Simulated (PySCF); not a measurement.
SMILES COC(=O)[SiH2][SiH2]c1ccccc1 at its GFN2-xTB optimised geometry (Å):

```
24

C     -3.2001    -4.3801    -2.1738
O     -2.4403    -3.1825    -2.2939
C     -1.1887    -3.2035    -1.8147
O     -0.6968    -4.1758    -1.2956
Si    -0.3847    -1.4815    -1.9831
Si    -0.8277    -0.3440    -0.0087
C      0.1208     1.2898     0.0000
C     -0.5308     2.5184    -0.0062
C      0.1785     3.7061    -0.0084
C      1.5627     3.6856    -0.0043
C      2.2302     2.4717     0.0000
C      1.5133     1.2898     0.0000
H     -3.3107    -4.6498    -1.1216
H     -4.1690    -4.1774    -2.6224
H     -2.6971    -5.1970    -2.6947
H      1.0373    -1.7326    -2.2423
H     -0.9636    -0.8978    -3.1975
H     -0.4232    -1.0949     1.1913
H     -2.2536    -0.0200     0.1661
H     -1.6112     2.5430    -0.0064
H     -0.3481     4.6498    -0.0112
H      2.1198     4.6110    -0.0036
H      3.3107     2.4493     0.0036
H      2.0417     0.3462     0.0038
```

Computed with PySCF with B3LYP/def2-SVP. Cells within 0.4 Å of a nucleus heavier than hydrogen are left out (blank, or x).

Map of the Laplacian of the electron density (e/bohr⁵), clipped to [-1.50, 1.50] on the plane z = 0.0 Å:

```
|555555555555555555555555555|
|555555555555555555555555555|
|555555555555555555555555555|
|555555555555555555555555555|
|555555555555445554555555555|
|555555555555325531555555555|
|5555555555555xx1x5555555555|
|555555555555415524555555555|
|555555555502x4555x225555555|
|555555555544x4554x335555555|
|5555555555555x33x4555555555|
|5555555555555x32x5555555555|
|555555555555445531555555555|
|555555555049955554555555555|
|55555555545xx55555555555555|
|555555555555555555555555555|
|555555555555555555555555555|
|555555555555555555555555555|
|555555555555555555555555555|
|555555555555555555555555555|
|555555555555555555555555555|
|555555555555555555555555555|
|555555555555555555555555555|
|555555555555555555555555555|
|555555555555555555555555555|
|555555555555555555555555555|
|555555555555555555555555555|
```
Scale: ten equal steps from -1.50 (start of '0') to 1.50 (end of '9'), in the order '0123456789'; x runs from -7.00 to 7.00, y from -7.00 (bottom) to 7.00 (top).
